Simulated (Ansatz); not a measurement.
Geometry optimisation, Ansatz, RKS PBE0-D4/def2-SVP.

Input file:

```yaml
crystal:
  periodic: [false, false, false]
  atoms:
    - { symbol: Ge, position_ang: [0.221586, 0.735527, -0.333922] }
    - { symbol: O, position_ang: [0.672747, -0.259681, 2.42711] }
    - { symbol: H, position_ang: [0.006276, -0.943822, 2.287127] }
    - { symbol: Cl, position_ang: [1.642853, -0.747877, -0.869946] }
    - { symbol: Cl, position_ang: [-0.598961, 1.628995, -2.086147] }
    - { symbol: F, position_ang: [-1.135294, -0.078985, 0.381202] }
    - { symbol: S, position_ang: [1.030376, 2.388643, 0.92754] }
    - { symbol: H, position_ang: [1.830864, 1.535398, 1.606979] }
    - { symbol: H, position_ang: [0.123653, 0.548502, 2.535457] }
basis:
  gaussian: { orbitals: def2-SVP }
hamiltonian:
  xc: pbe0
  dispersion: d4
relax:
  f_tol: 0.03
  max_steps: 50
```

Run as:

```bash
$ ansatz run input.yaml --threads 4 --pin off --max-ram 5120MiB --backend cpu --events-out ev --progress --plain --runs-dir out
```

Where does it end, and by what steps?

The forces met the threshold. After 14 steps the energy has fallen by 0.239 eV; H3 moved furthest, 1.01 Å.

| step | energy less start (eV) | largest force component (eV/Å) | accepted |
| --- | --- | --- | --- |
| 0 | 0.0000 | 0.755 | yes |
| 1 | -0.0422 | 0.785 | yes |
| 2 | -0.0229 | 1.805 | no |
| 3 | -0.0676 | 0.571 | yes |
| 4 | -0.0811 | 0.785 | yes |
| 5 | -0.1167 | 0.374 | yes |
| 6 | -0.1430 | 0.161 | yes |
| 7 | -0.1569 | 0.222 | yes |
| 8 | -0.1615 | 0.932 | yes |
| 9 | -0.1836 | 1.105 | yes |
| 10 | -0.2269 | 0.106 | yes |
| 11 | -0.2332 | 0.070 | yes |
| 12 | -0.2372 | 0.083 | yes |
| 13 | -0.2383 | 0.102 | yes |
| 14 | -0.2393 | 0.021 | yes |

```xyz
9
Properties=species:S:1:pos:R:3
Ge 0.222 0.892 -0.399
O 0.627 -0.060 2.641
H 1.012 -0.882 2.312
Cl 1.242 -0.960 -0.745
Cl -0.502 1.626 -2.257
F -1.175 0.395 0.521
S 1.358 2.372 0.697
H 1.301 1.516 1.771
H -0.291 -0.092 2.334
```

Whether the end is a true minimum wasn't checked by a vibrational analysis.

Run time: 44 s on 4 threads of Arm Neoverse V1, on a shared host, peak memory 0.37 GiB.
